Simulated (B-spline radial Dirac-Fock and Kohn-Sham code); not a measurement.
# Two-hole binding energies of In³⁺

System: the In³⁺ ion in the configuration [Kr] 4d9 5p1 (an excited configuration).

The run's input, task.json:

```json
{"items": [{
  "Z": 49,
  "q": 3,
  "cfg": [[1, 0, 2], [2, 0, 2], [2, 1, 6], [3, 0, 2], [3, 1, 6], [3, 2, 10], [4, 0, 2], [4, 1, 6], [4, 2, 9], [5, 1, 1]],
  "A": 115,
  "rrms": 4.6156,
  "do": ["binding", "quiet", "double"]
}]}
```

Command: `python xray_run.py task.json out`

Level of theory: ΔSCF Dirac-Fock with Breit, self-energy and vacuum polarisation, finite nucleus, configuration average; an atomic code on a B-spline grid. U is the two-hole binding energy less the two single-hole energies, the effective repulsion of the holes after relaxation. Each two-hole energy is an average over J within one jj subconfiguration.

```
          holes  E(a) (eV)  E(b) (eV)  E(ab) (eV)  U (eV)
           1s⁻²    27988.2    27988.2     56760.0   783.6
   1s⁻¹ 2p1/2⁻¹    27988.2     3988.3           ?       ?
   1s⁻¹ 2p3/2⁻¹    27988.2     3780.3     31972.4   204.0
   1s⁻¹ 3p3/2⁻¹    27988.2      715.9     28766.9    62.8
           2s⁻²     4293.5     4293.5      8715.5   128.5
   2s⁻¹ 2p1/2⁻¹     4293.5     3988.3      8401.8   120.0
2p1/2⁻¹ 2p3/2⁻¹     3988.3     3780.3      7911.8   143.3
        2p3/2⁻²     3780.3     3780.3      7703.7   143.2
   2p1/2⁻¹ 3s⁻¹     3988.3      877.7      4920.6    54.6
   2s⁻¹ 3d3/2⁻¹     4293.5      499.7      4851.7    58.5
2p1/2⁻¹ 3p3/2⁻¹     3988.3      715.9      4760.4    56.2
2p3/2⁻¹ 3p1/2⁻¹     3780.3      754.4      4592.2    57.5
3p1/2⁻¹ 3p3/2⁻¹      754.4      715.9      1512.5    42.1
        3p3/2⁻²      715.9      715.9      1474.6    42.7
```

Question: Give the missing two-hole energy and U.

Answer: E(ab) = 32197.6 eV and U = 221.2 eV.

Values without a named source are computed, but for edge energies of neutral atoms, which are taken from tables.
